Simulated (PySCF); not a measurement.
## Calculated data, AlBH3O2, BFH5Si2

Computed with PySCF 2.14.0. Calculation on a computer-drawn molecule: the log of a Hartree-Fock and frozen-core CCSD(T) single point meant for a local Hartree-Fock minimum, with one planted fault or none, to be diagnosed. Offsets are logged minus clean, where the clean run is the same molecule without the fault. The reference is restricted for singlets and unrestricted otherwise, and also for a bond in bohr or an excited solution. Adding or removing an electron swaps singlet and doublet. The excited solution moves the top pair (singlet) or top alpha electron (doublet) to the lowest empty orbital. Highest occupied and lowest empty are orbital energies over both spins, largest force is the largest gradient component, triples share is (T) over the correlation energy, the T1 limit is 0.02 restricted and 0.045 unrestricted, electrons count all cores, a negative frequency is imaginary (commonest isotopes), and the dipole is about the centre of nuclear charge.

Common to all runs: meant basis cc-pV(D+d)Z; logged SCF converged yes; logged CC converged yes; logged SCF stable within its kind yes; possible faults no fault, one electron removed, one electron added, multiplicity raised by two, geometry at a saddle point, SCF held on an excited solution, minimal basis STO-3G, one bond length entered in bohr, all coordinates scaled.

```yaml
- entry: 1
  formula: AlBH3O2
  logged_structure:
    atoms_angstrom:
      - [B, 0.03, -1.0957, 2.2784]
      - [O, 0.1481, -0.5976, 1.0417]
      - [Al, 0.1606, 0.102, -0.4994]
      - [O, 1.4903, -0.1414, -1.5069]
      - [H, -0.4724, -2.1804, 2.4457]
      - [H, 0.4298, -0.4615, 3.2244]
      - [H, 2.2783, -0.6347, -1.3451]
  given:
    meant_charge: 0
    meant_multiplicity: 2
    logged_electrons: 37
    logged_basis_functions: 27
    logged_spin_squared: 0.7529
    "logged_highest_occupied [eV]": -5.9424
    "logged_lowest_empty [eV]": 6.4567
    "logged_largest_force [hartree/bohr]": 0.055965
    logged_T1_diagnostic: 0.024087
    logged_D1_diagnostic: 0.085251
    logged_triples_share: 0.048422
    "logged_dipole_magnitude [debye]": 2.4333
    "logged_energy_HF [hartree]": -412.87691
    "logged_energy_CCSD(T) [hartree]": -413.04987
    drawn_bonds_atom: [1, 2, 3, 1, 1, 4]
    drawn_bonds_other_atom: [2, 3, 4, 5, 6, 7]
    drawn_bonds_order: [1, 1, 1, 1, 1, 1]
  results:
    planted_fault: "minimal basis STO-3G"
    "HF_energy_offset_from_clean_run [kcal/mol]": 3343
    "CCSD(T)_energy_offset_from_clean_run [kcal/mol]": 3569
- entry: 2
  formula: BFH5Si2
  logged_structure:
    atoms_angstrom:
      - [B, 0.0253, -2.0215, 0.1099]
      - [Si, 0.9307, -0.2085, 0.0193]
      - [Si, 1.1792, 1.3058, 1.8847]
      - [F, 0.4708, 0.4798, 3.058]
      - [H, 0.688, -2.9735, 0.3797]
      - [H, -1.1455, -2.0816, -0.0995]
      - [H, 1.4694, 0.1941, -1.2932]
      - [H, 0.4369, 2.5221, 1.5531]
      - [H, 2.6142, 1.4634, 2.1223]
  given:
    meant_charge: 1
    meant_multiplicity: 1
    logged_electrons: 46
    logged_basis_functions: 99
    logged_spin_squared: 2.0316
    "logged_highest_occupied [eV]": -13.682
    "logged_lowest_empty [eV]": -8.1465
    "logged_largest_force [hartree/bohr]": 0.043151
    logged_T1_diagnostic: 0.020405
    logged_D1_diagnostic: 0.095254
    logged_triples_share: 0.023854
    "logged_dipole_magnitude [debye]": 3.0287
    "logged_energy_HF [hartree]": -704.54193
    "logged_energy_CCSD(T) [hartree]": -705.03908
    drawn_bonds_atom: [1, 2, 3, 1, 1, 2, 3, 3]
    drawn_bonds_other_atom: [2, 3, 4, 5, 6, 7, 8, 9]
    drawn_bonds_order: [1, 1, 1, 1, 1, 1, 1, 1]
  results:
    planted_fault: "multiplicity raised by two"
    "HF_energy_offset_from_clean_run [kcal/mol]": 63.13
    "CCSD(T)_energy_offset_from_clean_run [kcal/mol]": 63.88
```
